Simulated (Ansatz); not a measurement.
Energy needed to pull apart GeH₂ (SMILES [GeH2]), closed shell, into free ground-state atoms, from the structure below (displaced at random from its PBE0-D4/def2-TZVP minimum); no zero-point or spin–orbit terms; open-shell atoms are treated unrestricted, in their ground-state multiplicity.

Ge1  (-0.562, 0.405, -0.270)
H2  (0.775, 0.702, 0.493)
H3  (-0.202, -1.167, -0.230)
(Å)

Program: Ansatz 0.2.0. Basis: def2-TZVPP. Cores are frozen in the correlated methods. Filled d shells of the heavier atoms are correlated. The def2 sets are not built for correlating such inner shells, so the correlated values are less sure here.

| method | atomization energy (eV) |
| --- | --- |
| PBE-D4 | 6.04 |
| r2SCAN-D4 | ? |
| PBE0-D4 | 5.96 |
| wB97M-V | 6.15 |
| HF | 4.22 |
| MP2 | ? |
| CCSD | 6.04 |
| CCSD(T) | 6.09 |

Task: What does MP2 give? (Judge from chemistry; the value comes from the calculation.)

Result: The calculation gives: 5.77 eV, which is about 0.31 eV less than CCSD(T)/def2-TZVPP.

Task: What does r2SCAN-D4 give? (To be estimated.)

Result: Computed: 6.07 eV, which is about 0.01 eV less than CCSD(T)/def2-TZVPP.

In triple zeta the MP2 and coupled-cluster atomization energies are still short of their basis limit by a few kcal/mol a bond, whereas those of the functionals are nearly converged, so these differences are not deviations from converged CCSD(T).

T1 diagnostic: at most 0.012. The restricted Hartree–Fock reference is unstable towards an unrestricted one here.

For scale, one of the runs: CCSD(T)/def2-TZVPP forces, 76 basis functions (an equivalent command: `ansatz run in.yaml --threads 2`). The run took about 6 s on 2 CPU threads (shared host).
